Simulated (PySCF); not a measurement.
PySCF 2.14 output of an unrestricted r2SCAN calculation on a single atom or ion in 6-31G* (5s4p2d1f, 34 functions), with the non-relativistic Hamiltonian (point nucleus):

```
SCF conv_tol = 1e-09
number electrons alpha = 15  beta = 11
    J. W. Furness, A. D. Kaplan, J. Ning, J. P. Perdew, and J. Sun.,  J. Phys. Chem. Lett. 11, 8208-8215 (2020)
    J. W. Furness, A. D. Kaplan, J. Ning, J. P. Perdew, and J. Sun.,  J. Phys. Chem. Lett. 11, 9248-9248 (2020)
    J. W. Furness, A. D. Kaplan, J. Ning, J. P. Perdew, and J. Sun.,  J. Phys. Chem. Lett. 11, 8208-8215 (2020)
    J. W. Furness, A. D. Kaplan, J. Ning, J. P. Perdew, and J. Sun.,  J. Phys. Chem. Lett. 11, 9248-9248 (2020)
cycle= 1 E= -1263.44007287159  delta_E= -0.00337  |g|= 0.031  |ddm|= 0.212
cycle= 2 E= -1263.44010957553  delta_E= -3.67e-05  |g|= 0.0324  |ddm|= 0.0518
cycle= 3 E= -1263.44040625262  delta_E= -0.000297  |g|= 0.00134  |ddm|= 0.0202
cycle= 4 E= -1263.44041352044  delta_E= -7.27e-06  |g|= 0.000762  |ddm|= 0.0101
cycle= 5 E= -1263.44041458202  delta_E= -1.06e-06  |g|= 7.71e-05  |ddm|= 0.00479
cycle= 6 E= -1263.44041458952  delta_E= -7.5e-09  |g|= 7.43e-06  |ddm|= 0.000433
cycle= 7 E= -1263.44041458954  delta_E= -2.16e-11  |g|= 3.92e-07  |ddm|= 1.28e-05
converged SCF energy = -1263.44041458954  <S^2> = 6.0097534  2S+1 = 5.0038998
```

The run itself started from symmetry-adapted Hartree-Fock orbitals and held the occupation by maximum overlap, on a logarithmic radial grid, so the iterations belong to that start.

Q: Which element, charge and spin multiplicity is this?

A: Fe (iron, neutral), multiplicity 5; the state was [Ar] 3d6 4s2, high-spin 5D determinant.
